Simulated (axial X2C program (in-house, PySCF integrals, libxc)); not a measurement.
**Bond lengths and stretching modes, held linear, of HCSb**

Calculated with an in-house all-electron X2C program for linear molecules (integrals from PySCF): two-component X2C with atomic mean-field Coulomb and Gaunt terms, Gaussian nuclei, basis H dyall-v3z, C dyall-v3z, Sb dyall-v3z with contracted cores. Spin-free rows use the one-electron spin-free X2C Hamiltonian.

Masses H 1.008, C 12.000, Sb 120.904 u. States: 2c Ω = 0 (all partner blocks equally filled); spin-free M_S = 0, Λ = 0 (closed shell).

MP2, 2c: energies above the lowest point

```tsv
r(H–C) (Å)	r(C–Sb) (Å)	E (meV)
1.0530	1.7969	15.32
1.0530	1.8430	12.97
1.0530	1.8891	164.82
1.0800	1.7969	4.01
1.0800	1.8430	0.00
1.0800	1.8891	150.00
1.0800	1.9352	437.66
1.1070	1.7969	19.26
1.1070	1.8430	13.72
1.1070	1.8891	161.98
1.1340	1.8430	50.25
1.1340	1.9352	481.44
```

**Question.** Fit a quadratic surface with cubic terms in each bond: where is the minimum, and what are the two stretching wavenumbers?

**Answer.** At MP2, 2c: bonds 1.078 and 1.821 Å; harmonic stretches 1313.7 and 3323.4 cm⁻¹; force constants 5.92, 12.2 and coupling -0.21 mdyn/Å.

The other levels and Hamiltonians give:

```json
{"Hamiltonian": "2c", "level": "PBE0", "r(H–C) (Å)": "1.079", "r(C–Sb) (Å)": "1.841", "lower stretch (cm⁻¹)": "954.8", "upper stretch (cm⁻¹)": "3291.2"}
{"Hamiltonian": "2c", "level": "HF", "r(H–C) (Å)": "1.067", "r(C–Sb) (Å)": "1.828", "lower stretch (cm⁻¹)": "963.7", "upper stretch (cm⁻¹)": "3440.2"}
{"Hamiltonian": "2c", "level": "B3LYP", "r(H–C) (Å)": "1.077", "r(C–Sb) (Å)": "1.853", "lower stretch (cm⁻¹)": "929.0", "upper stretch (cm⁻¹)": "3270.4"}
{"Hamiltonian": "spin-free", "level": "PBE0", "r(H–C) (Å)": "1.079", "r(C–Sb) (Å)": "1.840", "lower stretch (cm⁻¹)": "958.7", "upper stretch (cm⁻¹)": "3292.1"}
{"Hamiltonian": "spin-free", "level": "HF", "r(H–C) (Å)": "1.066", "r(C–Sb) (Å)": "1.820", "lower stretch (cm⁻¹)": "1024.9", "upper stretch (cm⁻¹)": "3443.5"}
{"Hamiltonian": "spin-free", "level": "B3LYP", "r(H–C) (Å)": "1.077", "r(C–Sb) (Å)": "1.852", "lower stretch (cm⁻¹)": "933.2", "upper stretch (cm⁻¹)": "3271.4"}
{"Hamiltonian": "spin-free", "level": "MP2", "r(H–C) (Å)": "1.079", "r(C–Sb) (Å)": "1.874", "lower stretch (cm⁻¹)": "858.4", "upper stretch (cm⁻¹)": "3282.9"}
```

Each state is one determinant, the lowest of a limited PBE0 search; the stretches come from a fit to these few points and carry an uncertainty of a few per cent. Other orders of the atoms were not compared. The levels spread by more than a fifth, so the stretches depend strongly on the method. MP2 freezes inner shells (threshold -2 hartree). The molecule was held linear; bending was not examined, so a bent shape may lie lower.
